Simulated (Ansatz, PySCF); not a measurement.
This triplet is an excited state, 1.26 eV above the relaxed singlet at the level B3LYP-D3(BJ)/def2-TZVP (PySCF).

All values below come from B3LYP-D3(BJ)/def2-TZVP run with Ansatz (a first-principles code). No frequencies were computed at this level.

Ansatz 0.2 input:
```yaml
crystal:
  periodic: [false, false, false]
  atoms:
    - { symbol: C, position_ang: [1.982459, 0.046676, 0.707686] }
    - { symbol: C, position_ang: [0.775668, -0.072648, 0.563084] }
    - { symbol: C, position_ang: [-0.565661, -0.00325, 0.371705] }
    - { symbol: H, position_ang: [-1.04787, 0.937151, 0.181246] }
    - { symbol: H, position_ang: [-1.144588, -0.907926, 0.416032] }
basis:
  gaussian: { orbitals: def2-tzvp }
hamiltonian:
  xc: b3lyp
  dispersion: d3bj
relax:
  max_steps: 150
magnetization:
  spin_polarized: true
  initial_magnetization: 2
```

Output:

```
Functional definition: B3LYP
628 factors; their error is unknown
mean field evaluation 1: about -3132.1600 eV, gradient 3.6e1 eV
mean field evaluation 2: about -3121.4230 eV, gradient 5.6e1 eV
mean field evaluation 4: about -3138.2920 eV, gradient 2.7e0 eV
mean field evaluation 8: about -3138.3440 eV, gradient 1.4e-1 eV
mean field evaluation 16: about -3138.3454 eV, gradient 2.6e-3 eV
mean field evaluation 32: about -3138.3454 eV, gradient 2.1e-5 eV
mean field -3138.34543034 eV, -115.3320673182 hartree, gradient 6.9e-6 eV, S^2 2.036616; 2 other end points of the search recorded, 0 dependent functions left out
reference -3138.34563513 eV, -115.3320748440 hartree; 11, 9 occupied and 94, 96 virtual orbitals, 628 factors
relax step   1: F+E_penalty+E_count = -3138.47035168 eV  Δ(F+E_penalty+E_count) = +0.000e0 eV  max|allowed force component| = 1.427e0 eV/Å  Δτ_max = 0.0000 Å  (81 SCF iters, accepted)
these checks for a lower state are left out or cut short: starts, cluster_reference, orbital_swaps, neighbouring_geometries, increment
628 factors; their error is unknown
mean field -3138.36288914 eV, -115.3327089173 hartree, gradient 2.7e-6 eV, S^2 2.032663; 0 other end points of the search recorded, 0 dependent functions left out
reference -3138.36309478 eV, -115.3327164742 hartree; 11, 9 occupied and 94, 96 virtual orbitals, 628 factors
relax step   2: F+E_penalty+E_count = -3138.48738842 eV  Δ(F+E_penalty+E_count) = -1.704e-2 eV  max|allowed force component| = 7.523e-1 eV/Å  Δτ_max = 0.0164 Å  (102 SCF iters, accepted)
these checks for a lower state are left out or cut short: starts, cluster_reference, orbital_swaps, neighbouring_geometries, increment
628 factors; their error is unknown
mean field evaluation 64: about -3138.2991 eV, gradient 2.7e-1 eV
mean field -3138.29937436 eV, -115.3303747919 hartree, gradient 7.8e-6 eV, S^2 2.026801; 0 other end points of the search recorded, 0 dependent functions left out
reference -3138.29958754 eV, -115.3303826262 hartree; 11, 9 occupied and 94, 96 virtual orbitals, 628 factors
relax step   3: F+E_penalty+E_count = -3138.42327745 eV  Δ(F+E_penalty+E_count) = +6.411e-2 eV  max|allowed force component| = 9.484e-1 eV/Å  Δτ_max = 0.1368 Å  (72 SCF iters, rejected (line search))
these checks for a lower state are left out or cut short: starts, cluster_reference, orbital_swaps, neighbouring_geometries, increment
628 factors; their error is unknown
mean field -3138.37962467 eV, -115.3333239365 hartree, gradient 1.3e-5 eV, S^2 2.025181; 0 other end points of the search recorded, 0 dependent functions left out
reference -3138.37983229 eV, -115.3333315663 hartree; 11, 9 occupied and 94, 96 virtual orbitals, 628 factors
relax step   4: F+E_penalty+E_count = -3138.50422063 eV  Δ(F+E_penalty+E_count) = -1.683e-2 eV  max|allowed force component| = 8.195e-1 eV/Å  Δτ_max = 0.0330 Å  (70 SCF iters, accepted)
these checks for a lower state are left out or cut short: starts, cluster_reference, orbital_swaps, neighbouring_geometries, increment
628 factors; their error is unknown
mean field evaluation 96: about -3138.3560 eV, gradient 1.9e-5 eV
mean field -3138.35602731 eV, -115.3324567494 hartree, gradient 1.9e-5 eV, S^2 2.029204; 0 other end points of the search recorded, 0 dependent functions left out
reference -3138.35623946 eV, -115.3324645459 hartree; 11, 9 occupied and 94, 96 virtual orbitals, 628 factors
relax step   5: F+E_penalty+E_count = -3138.47995576 eV  Δ(F+E_penalty+E_count) = +2.426e-2 eV  max|allowed force component| = 8.483e-1 eV/Å  Δτ_max = 0.0964 Å  (57 SCF iters, rejected (line search))
these checks for a lower state are left out or cut short: starts, cluster_reference, orbital_swaps, neighbouring_geometries, increment
628 factors; their error is unknown
mean field -3138.38557794 eV, -115.3335427153 hartree, gradient 1.5e-5 eV, S^2 2.028023; 0 other end points of the search recorded, 0 dependent functions left out
reference -3138.38578631 eV, -115.3335503725 hartree; 11, 9 occupied and 94, 96 virtual orbitals, 628 factors
relax step   6: F+E_penalty+E_count = -3138.50965087 eV  Δ(F+E_penalty+E_count) = -5.430e-3 eV  max|allowed force component| = 3.331e-1 eV/Å  Δτ_max = 0.0482 Å  (69 SCF iters, accepted)
these checks for a lower state are left out or cut short: starts, cluster_reference, orbital_swaps, neighbouring_geometries, increment
628 factors; their error is unknown
mean field -3138.38276871 eV, -115.3334394778 hartree, gradient 2.2e-5 eV, S^2 2.029220; 0 other end points of the search recorded, 0 dependent functions left out
reference -3138.38297772 eV, -115.3334471590 hartree; 11, 9 occupied and 94, 96 virtual orbitals, 628 factors
relax step   7: F+E_penalty+E_count = -3138.50681637 eV  Δ(F+E_penalty+E_count) = +2.834e-3 eV  max|allowed force component| = 1.207e0 eV/Å  Δτ_max = 0.0342 Å  (48 SCF iters, rejected (line search))
these checks for a lower state are left out or cut short: starts, cluster_reference, orbital_swaps, neighbouring_geometries, increment
628 factors; their error is unknown
mean field -3138.39281646 eV, -115.3338087259 hartree, gradient 8.9e-6 eV, S^2 2.028102; 0 other end points of the search recorded, 0 dependent functions left out
reference -3138.39302487 eV, -115.3338163847 hartree; 11, 9 occupied and 94, 96 virtual orbitals, 628 factors
relax step   8: F+E_penalty+E_count = -3138.51687510 eV  Δ(F+E_penalty+E_count) = -7.224e-3 eV  max|allowed force component| = 2.766e-1 eV/Å  Δτ_max = 0.0171 Å  (49 SCF iters, accepted)
these checks for a lower state are left out or cut short: starts, cluster_reference, orbital_swaps, neighbouring_geometries, increment
628 factors; their error is unknown
mean field evaluation 128: about -3138.3972 eV, gradient 2.7e-1 eV
mean field -3138.39747943 eV, -115.3339800870 hartree, gradient 1.2e-5 eV, S^2 2.028104; 0 other end points of the search recorded, 0 dependent functions left out
reference -3138.39768790 eV, -115.3339877482 hartree; 11, 9 occupied and 94, 96 virtual orbitals, 628 factors
relax step   9: F+E_penalty+E_count = -3138.52155141 eV  Δ(F+E_penalty+E_count) = -4.676e-3 eV  max|allowed force component| = 1.599e-1 eV/Å  Δτ_max = 0.0181 Å  (50 SCF iters, accepted)
these checks for a lower state are left out or cut short: starts, cluster_reference, orbital_swaps, neighbouring_geometries, increment
628 factors; their error is unknown
mean field -3138.39336868 eV, -115.3338290196 hartree, gradient 1.9e-5 eV, S^2 2.027287; 0 other end points of the search recorded, 0 dependent functions left out
reference -3138.39357609 eV, -115.3338366417 hartree; 11, 9 occupied and 94, 96 virtual orbitals, 628 factors
relax step  10: F+E_penalty+E_count = -3138.51788861 eV  Δ(F+E_penalty+E_count) = +3.663e-3 eV  max|allowed force component| = 2.483e-1 eV/Å  Δτ_max = 0.0325 Å  (52 SCF iters, rejected (line search))
these checks for a lower state are left out or cut short: starts, cluster_reference, orbital_swaps, neighbouring_geometries, increment
628 factors; their error is unknown
mean field -3138.39891605 eV, -115.3340328818 hartree, gradient 1.2e-5 eV, S^2 2.028174; 0 other end points of the search recorded, 0 dependent functions left out
reference -3138.39912423 eV, -115.3340405321 hartree; 11, 9 occupied and 94, 96 virtual orbitals, 628 factors
relax step  11: F+E_penalty+E_count = -3138.52303506 eV  Δ(F+E_penalty+E_count) = -1.484e-3 eV  max|allowed force component| = 3.059e-2 eV/Å  Δτ_max = 0.0156 Å  (50 SCF iters, accepted)
these checks for a lower state are left out or cut short: starts, cluster_reference, orbital_swaps, neighbouring_geometries, increment
628 factors; their error is unknown
mean field evaluation 160: about -3138.3986 eV, gradient 7.2e-6 eV
mean field -3138.39862112 eV, -115.3340220432 hartree, gradient 7.2e-6 eV, S^2 2.028062; 0 other end points of the search recorded, 0 dependent functions left out
reference -3138.39882932 eV, -115.3340296944 hartree; 11, 9 occupied and 94, 96 virtual orbitals, 628 factors
relax step  12: F+E_penalty+E_count = -3138.52275304 eV  Δ(F+E_penalty+E_count) = +2.820e-4 eV  max|allowed force component| = 4.907e-2 eV/Å  Δτ_max = 0.0113 Å  (65 SCF iters, rejected (line search))
these checks for a lower state are left out or cut short: starts, cluster_reference, orbital_swaps, neighbouring_geometries, increment
628 factors; their error is unknown
mean field -3138.39895475 eV, -115.3340343037 hartree, gradient 7.2e-6 eV, S^2 2.028133; 0 other end points of the search recorded, 0 dependent functions left out
reference -3138.39916294 eV, -115.3340419548 hartree; 11, 9 occupied and 94, 96 virtual orbitals, 628 factors
relax step  13: F+E_penalty+E_count = -3138.52307661 eV  Δ(F+E_penalty+E_count) = -4.155e-5 eV  max|allowed force component| = 4.076e-3 eV/Å  Δτ_max = 0.0021 Å  (52 SCF iters, accepted)
628 factors; their error is unknown
mean field evaluation 192: about -3138.3988 eV, gradient 7.8e-2 eV
mean field -3138.39895475 eV, -115.3340343037 hartree, gradient 2.5e-5 eV, S^2 2.028133; 3 other end points of the search recorded, 0 dependent functions left out
reference -3138.39916294 eV, -115.3340419548 hartree; 11, 9 occupied and 94, 96 virtual orbitals, 628 factors
Total energy: -3138.52328480 eV, -115.3386033490 hartree
Atom 0 at     2.018883     0.104289     0.705063 Å, force    -0.001291    -0.001198     0.000008 eV/Å
Atom 1 at     0.763062    -0.129659     0.568120 Å, force     0.004009    -0.000607     0.000653 eV/Å
Atom 2 at    -0.562107    -0.017355     0.374813 Å, force    -0.002251     0.003348    -0.000976 eV/Å
Atom 3 at    -1.027741     0.940875     0.181972 Å, force    -0.001257     0.002531    -0.000432 eV/Å
Atom 4 at    -1.192088    -0.898146     0.409785 Å, force     0.000790    -0.004074     0.000746 eV/Å
Dipole moment:    -0.492736    -0.130711    -0.048468 e Å
```

Cost: roughly 30 core-seconds.
